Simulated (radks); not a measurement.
All-electron atom: Ba XVIII in [Kr] 4d3.

All-electron calculation, scalar-relativistic Kohn-Sham, MS2 meta-GGA, spin-polarised, spherical densities, finite nucleus; open shells are filled with parallel spins first (spin-orbit coupling, left out, can overturn this in heavy ions); meta-GGA in the generalised Kohn-Sham scheme; Fermi nuclear charge, rms radius 4.8378 fm. Program: a radial shooting solver on a logarithmic mesh with Libxc functionals.

Energy parts (eV):
| part | energy |
|---|---|
| total | -218362.82 |
| kinetic | 230695.49 |
| electron-nucleus | -512550.07 |
| Hartree | 68466.09 |
| exchange-correlation | -4974.33 |

Orbitals (lengths in bohr, moments of r in powers of bohr; <r^-3> diverges for s and p1/2):
\begin{tabular}{lrrrrr}
orbital & occ. & eigenvalue (eV) & <r^-3> & <r^2> & <1/r> \\ \hline
1s up & 1 & -37705.81 & - & 0.0008878 & 60.71 \\
1s down & 1 & -37705.73 & - & 0.0008878 & 60.71 \\
2s up & 1 & -6314.010 & - & 0.01417 & 13.98 \\
2s down & 1 & -6312.754 & - & 0.01417 & 13.98 \\
2p up & 3 & -5699.680 & 7025 & 0.01128 & 13.28 \\
2p down & 3 & -5698.562 & 7027 & 0.01128 & 13.28 \\
3s up & 1 & -1646.847 & - & 0.09602 & 5.082 \\
3s down & 1 & -1646.771 & - & 0.09589 & 5.083 \\
3p up & 3 & -1448.666 & 1400 & 0.09603 & 4.817 \\
3p down & 3 & -1448.131 & 1399 & 0.09588 & 4.818 \\
3d up & 5 & -1164.894 & 193.1 & 0.08222 & 4.567 \\
3d down & 5 & -1163.340 & 192.9 & 0.08213 & 4.567 \\
4s up & 1 & -608.9484 & - & 0.4567 & 2.208 \\
4s down & 1 & -602.6432 & - & 0.4574 & 2.207 \\
4p up & 3 & -540.3255 & 340.4 & 0.4962 & 2.077 \\
4p down & 3 & -533.9293 & 339.6 & 0.4973 & 2.075 \\
4d up & 3 & -439.9814 & 43.03 & 0.5503 & 1.897 \\
4d down & 0 & -433.4147 & 43.06 & 0.5523 & 1.897 \\
5s up & 0 & -302.0857 & - & 1.590 & 1.159 \\
5s down & 0 & -297.9974 & - & 1.615 & 1.148 \\
5p up & 0 & -275.2698 & 116.1 & 1.763 & 1.091 \\
5p down & 0 & -271.5063 & 113.5 & 1.796 & 1.079 \\
\end{tabular}

The highest occupied level is 4d up at -439.98 eV. Summed over all electrons, <r^2> = 7.233 bohr^2, which gives a Langevin (diamagnetic) susceptibility term of -5.73 x 10^-6 cm^3/mol. The density falls to 0.001 e/bohr^3 at r = 1.68 bohr.
